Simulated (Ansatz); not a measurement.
Start from `F[SiH2]OBS` and change one atom or group to get `C[SiH2]O[SiH2]F`.

Ansatz, PBE0-D4/def2-TZVP geometries, multiplicity 1. Each molecule was computed in one conformer, which needn't be the lowest.

```csv
property,`F[SiH2]OBS`
size of the dipole moment (ωB97M-V/def2-TZVPP) / D,1.50
LUMO energy (PBE/def2-TZVPP) / eV,-1.41
HOMO–LUMO gap (ωB97M-V/def2-TZVPP) / eV,11.68
HOMO–LUMO gap (PBE/def2-TZVPP) / eV,5.35
HOMO energy (PBE/def2-TZVPP) / eV,-6.77
LUMO energy (B3LYP/def2-TZVPP) / eV,-0.64
```

(1) Give the same properties after the change, and the shifts. (Best estimate.)

Results:

(1) Computed: 
| property | `C[SiH2]O[SiH2]F` | shift |
| --- | --- | --- |
| size of the dipole moment (ωB97M-V/def2-TZVPP) / D | 0.85 | -0.65 |
| LUMO energy (PBE/def2-TZVPP) / eV | -0.48 | 0.93 |
| HOMO–LUMO gap (ωB97M-V/def2-TZVPP) / eV | 13.13 | 1.45 |
| HOMO–LUMO gap (PBE/def2-TZVPP) / eV | 6.87 | 1.52 |
| HOMO energy (PBE/def2-TZVPP) / eV | -7.35 | -0.58 |
| LUMO energy (B3LYP/def2-TZVPP) / eV | 0.18 | 0.82 |

With PBE0 the HOMO falls by 0.79 eV and the LUMO rises by 0.84 eV, so the gap widens by about 1.63 eV. PBE moves the HOMO by -0.58 eV and ωB97M-V by -0.89 eV. Dipoles are sizes alone; their direction can turn.

B3LYP here is the variant with VWN-RPA as its local correlation; programs differ in this.
